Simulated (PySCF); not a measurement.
CH15NSi5.
Bonds: Si1–N2, N2–Si3, N2–C4, C4–Si5, C4–Si6, C4–Si7. Hydrogens: H8, H9, H10 on Si1; H11, H12, H13 on Si3; H14, H15, H16 on Si5; H17, H18, H19 on Si6; H20, H21, H22 on Si7.

The same species was optimised twice, with GFN2-xTB and with PBE0-D3(BJ)/def2-SVP (PySCF), and the same property calculations (PySCF, gas phase) were run on both structures.

| coordinate | GFN2-xTB | PBE0-D3(BJ)/def2-SVP | change |
| --- | --- | --- | --- |
| Si1–N2 (Å) | 1.737 | 1.760 | +0.023 |
| N2–Si3 (Å) | 1.737 | 1.760 | +0.023 |
| N2–C4 (Å) | 1.485 | 1.496 | +0.011 |
| C4–Si7 (Å) | 1.919 | 1.912 | -0.007 |
| C4–Si5 (Å) | 1.919 | 1.915 | -0.004 |
| C4–Si6 (Å) | 1.919 | 1.915 | -0.004 |
| Si5–C4–Si6 (°) | 104.5 | 103.0 | -1.5 |
| N2–C4–Si5 (°) | 113.2 | 114.5 | +1.3 |
| N2–C4–Si6 (°) | 113.2 | 114.6 | +1.4 |
| N2–C4–Si7 (°) | 109.2 | 107.9 | -1.3 |
| Si1–N2–Si3 (°) | 120.9 | 120.4 | -0.5 |
| Si3–N2–C4 (°) | 119.4 | 119.8 | +0.4 |
| Si1–N2–C4 (°) | 119.4 | 119.7 | +0.3 |
| Si5–C4–Si7 (°) | 108.2 | 108.5 | +0.3 |
| Si1–N2–C4–Si5 (°) | 34 | 33 | -1 |

Rotational constants: A = 1056, B = 907.1, C = 727.6 MHz (GFN2-xTB) against A = 1056, B = 889.4, C = 715.6 MHz (PBE0-D3(BJ)/def2-SVP). Point groups within 0.08 Å: Cs and Cs. Atoms that the bonding makes alike are paired by their places after alignment.

On the GFN2-xTB structure: HOMO (eV) -6.76 [PBE0/pcSseg-1]; LUMO (eV) -0.61 [PBE0/pcSseg-1]; dipole (D) 0.16 [PBE0/pcSseg-1]; GIAO shielding of Si1/Si3 (mean) (ppm) 398.5 [PBE0/pcSseg-1]; GIAO shielding of N2 (ppm) 277.1 [PBE0/pcSseg-1]; GIAO shielding of C4 (ppm) 167.8 [PBE0/pcSseg-1]; GIAO shielding of Si5/Si6/Si7 (mean) (ppm) 421.2 [PBE0/pcSseg-1].

**Question.** What do these properties become on the PBE0-D3(BJ)/def2-SVP structure?

**Answer.** 
```tsv
property	level	on GFN2-xTB	on PBE0-D3(BJ)/def2-SVP	change
HOMO (eV)	PBE0/pcSseg-1	-6.76	-6.83	-0.07
LUMO (eV)	PBE0/pcSseg-1	-0.61	-0.62	-0.01
dipole (D)	PBE0/pcSseg-1	0.16	0.11	-0.05
energy, GFN2-xTB geometry as zero (kcal/mol)	PBE0/pcSseg-1	0.0	-3.2	-3.2
GIAO shielding of Si1/Si3 (mean) (ppm)	PBE0/pcSseg-1	398.5	395.8	-2.7
GIAO shielding of N2 (ppm)	PBE0/pcSseg-1	277.1	268.1	-9.0
GIAO shielding of C4 (ppm)	PBE0/pcSseg-1	167.8	166.9	-0.9
GIAO shielding of Si5/Si6/Si7 (mean) (ppm)	PBE0/pcSseg-1	421.2	416.6	-4.6
```

The heavy atoms differ by 0.027 Å rms after alignment (one structure mirrored). Among bonds between heavy atoms Si1–N2 and N2–Si3 change most and about equally (+0.023 Å). Changes are differences of the printed values. Neither structure is proved a minimum here.

The values belong to the conformer `[SiH3:1][N:2]([SiH3:3])[C:4]([SiH3:5])([SiH3:6])[SiH3:7]`: Si1–N2–C4–Si5 33°.
